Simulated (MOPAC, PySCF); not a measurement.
BI3, SMILES `IB(I)I`, neutral singlet in the gas phase. 

Cartesian coordinates (Å):
SMILES: IB(I)I
```xyz
4

I      2.1155    -0.2821     0.0060
B      0.0001     0.0000     0.0000
I     -0.8135     1.9730    -0.0032
I     -1.3020    -1.6909    -0.0028
```
Charge 0, multiplicity 1.

All levels are single points at this geometry (B3LYP-D3(BJ)/def2-SVP); Pople sets use spherical d functions. Orbital energies aren't observables, and empty levels follow the basis.

```tsv
level	HOMO (eV)	LUMO (eV)	gap (eV)	dipole (D)	vertical IE, Delta-SCF (eV)
ωB97X-D3(BJ)/def2-TZVP in PySCF	-9.68	-0.60	9.09	0.00	9.72
B3LYP/6-311+G** (LANL2DZ on I) in PySCF	-7.24	-2.59	4.65	0.00	–
B3LYP/6-31G* (LANL2DZ on I) in PySCF	-7.23	-2.57	4.66	0.00	9.24
B3LYP/LANL2DZ in PySCF	-7.27	-2.70	4.58	0.00	–
BP86/6-31G* (LANL2DZ on I) in PySCF	-6.47	-3.30	3.17	0.00	–
AM1 in MOPAC	-10.88	-2.30	8.58	0.00	–
```
